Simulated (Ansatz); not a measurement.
Computed with Ansatz on PBE0-D4/def2-TZVP structures; ΔE is electronic, products minus reactants. CCSD(T)/CBS is the MP2 limit (def2-TZVPP, def2-QZVPP) plus CCSD(T) − MP2 in def2-TZVPP, frozen cores. Functionals use def2-TZVPP. For Se outer-core shells are correlated without core-valence functions, which leaves a few kJ/mol of doubt a bond. Scalar relativity is left out up to krypton. Each species was taken in one conformer, which may not be the lowest.

Consider the redistribution: `BN=C` + `[SiH3]CC=[Se]` → `C=NBC[SiH3]` + `C=[Se]`.

```tsv
level	ΔE (eV)
r2SCAN-D4	-0.13
ωB97X-V	-0.20
ωB97M-V	-0.21
MP2/def2-TZVPP	-0.19
```

(1) What does CCSD(T)/CBS give? (Estimate.)

Largest T1 diagnostic among the species: 0.016.

Results:

(1) The calculation gave: -0.22 eV. The listed levels differ from it by 0.09, 0.02, 0.01, 0.03 eV.

From PBE to PBE0 (25 % exact exchange), in def2-TZVPP and without D4, ΔE moves by −0.03 eV.
